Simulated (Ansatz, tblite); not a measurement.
Removing an electron: SiHMe2(NMe2) (C₄H₁₃NSi). Total charge 0; singlet. Geometry: PBE-D4/def2-SVP. Ansatz, gas phase; energy differences of separate SCF runs; the oxidised species was run as a doublet alone.

Cartesian coordinates in Å:
```
Si 0.245 0.062 0.909
H -0.211 1.032 1.974
C -0.372 -1.663 1.400
H -1.478 -1.685 1.473
H 0.037 -1.968 2.386
H -0.065 -2.425 0.653
C 2.130 0.044 0.794
H 2.562 -0.164 1.794
H 2.524 1.020 0.446
H 2.497 -0.746 0.107
N -0.432 0.662 -0.601
C -1.814 1.090 -0.650
C 0.126 0.333 -1.895
H -1.938 1.968 -1.327
H -2.163 1.398 0.357
H -2.514 0.297 -1.020
H 1.199 0.067 -1.809
H -0.391 -0.523 -2.400
H 0.058 1.202 -2.592
```

The xTB rows come from tblite. Correlated methods freeze 10 core orbitals. The rows differ in basis, and correlated rows in double-zeta sets carry the largest basis error.

| level | −HOMO (eV) | vertical IE (eV) | −LUMO (eV) | HOMO–LUMO gap (eV) |
| --- | --- | --- | --- | --- |
| HF/def2-SVP | – | 6.95 | – | – |
| HF/def2-TZVP | 9.30 | 6.88 | -3.45 | 12.75 |
| PBE-D4/def2-TZVP | 4.77 | 7.77 | -0.17 | 4.94 |
| PBE0-D4/def2-TZVP | 6.06 | 7.91 | -0.95 | 7.02 |
| MP2/def2-SVP | – | 8.08 | – | – |

Task: Estimate the rows for GFN1-xTB, GFN2-xTB, CCSD/def2-SVP, CCSD(T)/def2-SVP.

Result: 
```json
{"level": "GFN1-xTB", "−HOMO (eV)": "10.24", "vertical IE (eV)": "13.25", "−LUMO (eV)": "4.27", "HOMO–LUMO gap (eV)": "5.98"}
{"level": "GFN2-xTB", "−HOMO (eV)": "9.34", "vertical IE (eV)": "12.40", "−LUMO (eV)": "3.90", "HOMO–LUMO gap (eV)": "5.43"}
{"level": "CCSD/def2-SVP", "−HOMO (eV)": "–", "vertical IE (eV)": "7.84", "−LUMO (eV)": "–", "HOMO–LUMO gap (eV)": "–"}
{"level": "CCSD(T)/def2-SVP", "−HOMO (eV)": "–", "vertical IE (eV)": "7.86", "−LUMO (eV)": "–", "HOMO–LUMO gap (eV)": "–"}
```

  Raw xTB energy differences between charge states are shifted by several eV; the methods need an empirical correction for them.
